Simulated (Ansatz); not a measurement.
System: GeCl, charge 0, multiplicity 2. 
Structure (B3LYP-D3(BJ)/def2-TZVP (Ansatz, a quantum-chemistry and plane-wave program) minimum search):
```
Ge
Cl 1 2.1967
```
Charge 0, spin multiplicity 2.

Basis-set convergence of Hartree-Fock and CCSD correlation energies (hartree) with Ansatz. Correlated levels leave the core frozen unless marked. UHF or UKS for open shells. Spin-orbit coupling is left out. Frozen are the shells of the preceding noble gas and the d and f shells that filled before the atom's block. Non-relativistic.

| basis | functions | E(HF) | E(corr, CCSD) |
|---|---|---|---|
| def2-SVP | 50 | -2534.47397 | -0.21210 |
| def2-TZVPP | 90 | -2534.89867 | -0.28379 |
| def2-QZVPP | 159 | -2534.95353 | -0.30650 |

Extrapolating the two largest sets (X = 3 and 4) as X^-3: E(corr) = (64·(-0.30650) - 27·(-0.28379))/37 = -0.3231 Eh, an estimate of the basis-set limit. The largest set recovers 94.9 % of it, the smallest 65.7 %.
